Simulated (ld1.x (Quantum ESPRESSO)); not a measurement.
## Pseudopotential generation for ytterbium (Yb): PAW, LDA (PZ), fully relativistic.

```
Element                 : Yb (Z = 70)
Generator               : ld1.x (Quantum ESPRESSO) 7.5
Type                    : PAW
Functional              : LDA (PZ)
Relativity              : fully relativistic
Frozen core             : [Kr] 4d10
Valence charge          : 24
Reference configuration : 4f13 5s2 5p6 5d1 6s2 6p0
Partial waves           : 5s (bound): rcut 1.55, rcutus 1.65 bohr; 6s (bound): rcut 1.55, rcutus 1.65 bohr; 5p (bound): rcut 1.85, rcutus 2.40 bohr; 6p (bound, empty): rcut 1.85, rcutus 2.40 bohr; 5d (bound): rcut 2.30, rcutus 2.70 bohr; 5d channel at 1.35 Ry: rcut 2.30, rcutus 2.70 bohr; 4f (bound): rcut 1.20, rcutus 1.40 bohr; 4f channel at -0.05 Ry: rcut 1.20, rcutus 1.40 bohr
Local potential         : all-electron potential smoothed inside 2.20 bohr (lloc = -1)
Core correction         : a·sin(br)/r model core, default radius (ld1.x builds one for every PAW set, though the input has nlcc=.false.)
Augmentation charge     : PSQ, inside the norm-conserving radii
```

Open shells are filled in proportion to 2j + 1 (rel_dist='average').

Poles of the logarithmic derivatives, all-electron (AE) and pseudo (PS). s: poles at -4.3, 1.8 (AE) and -4.3, 1.8 (PS) Ry. p1/2: poles at -2.6, 2.9 (AE) and -2.6, 1.1 (PS) Ry. p3/2: poles at -2.1, 3.3 (AE) and -2.1, -0.1, 1.4 (PS) Ry. d3/2: poles at 0.4 (AE) and 0.4, 2.7 (PS) Ry. d5/2: poles at 0.5 (AE) and 0.5, 2.5 (PS) Ry. f5/2: poles at -0.8, 3.3 (AE) and -0.8, 3.3 (PS) Ry. f7/2: poles at -0.7, 3.4 (AE) and -0.7, 3.4 (PS) Ry. Test radius 2.95 bohr.

- Configuration tests: test run stopped at test 1 of 7 (negative rho)
- Density cutoff estimated by the generator: 416 Ry

The ghost test of this file was not conclusive.
